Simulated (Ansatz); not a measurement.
`[Cl][SnH3]`, charge 0, multiplicity 1.

(1) Give a relaxed structure at PBE0-D4/def2-TZVP (the Gaussian-basis code of Ansatz). (Estimate.)

Results:

(1) The calculation gave: 
Z-matrix (Å, degrees):
```
Sn
Cl 1 2.334
H 1 1.700 2 106.1
H 1 1.700 2 106.1 3 -120.0
H 1 1.700 2 106.1 3 120.0
```
Point group C3v.
